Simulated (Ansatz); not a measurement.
`[CH3][AlH][BH]N`, relaxed with RKS PBE-D4/def2-SVP in the Gaussian-basis code of Ansatz from a rough embedded geometry. The force threshold is 0.03 eV/Å; the program also tests the step.

Total charge 0; spin multiplicity 1.

Start:

```xyz
11

C     1.436   -1.128    1.179
Al   -0.232   -0.323    0.609
B    -0.201    0.935   -1.014
N    -1.517    1.534   -1.576
H     1.383   -1.427    2.281
H     2.318   -0.501    1.031
H     1.613   -2.099    0.636
H    -1.638   -0.927    1.089
H     0.878    1.330   -1.453
H    -2.031    0.651   -1.912
H    -2.011    1.955   -0.871
```

How much energy does the relaxation release, and in how many steps? (An estimate is asked.)

The calculation gave: 2.14 eV, in 24 steps, 2 of them rejected.

Which bonds change most? (Estimate.)

Computed: B3–N4 from 1.552 to 1.401 Å; Al2–B3 from 2.054 to 2.147 Å; N4–H11 from 0.959 to 1.023 Å; N4–H10 from 1.075 to 1.024 Å.

Give the relaxed structure. (An estimate is asked.)

The calculation gave: 
```xyz
11

C     1.507   -1.219    1.307
Al   -0.149   -0.416    0.591
B    -0.295    0.903   -1.097
N    -1.558    1.375   -1.477
H     1.546   -1.174    2.416
H     2.434   -0.761    0.907
H     1.538   -2.302    1.048
H    -1.525   -0.831    1.348
H     0.643    1.293   -1.780
H    -1.717    2.006   -2.268
H    -2.425    1.126   -0.993
```
